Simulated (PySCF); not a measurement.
A structure optimised at PBE0-D3(BJ)/def2-SVP, used in a PySCF frequency run:

```
O
Si 1 1.6439
H 2 1.4978 1 110.93
H 2 1.4978 3 107.91 1 -121.70
H 2 1.5038 3 107.45 4 -115.59
In 1 2.0093 2 139.25 3 120.04
H 6 1.7107 1 110.54 2 180.00
H 6 1.7165 7 136.51 1 180.00
```
Charge 0, spin multiplicity 1.

Question: Write its SMILES, formula and point group.

Answer: [SiH3][O][InH2], H₅InOSi, Cs

Question: What are its rotational constants (standard atomic weights)?

Answer: 31.697, 1.5579, 1.5112 GHz
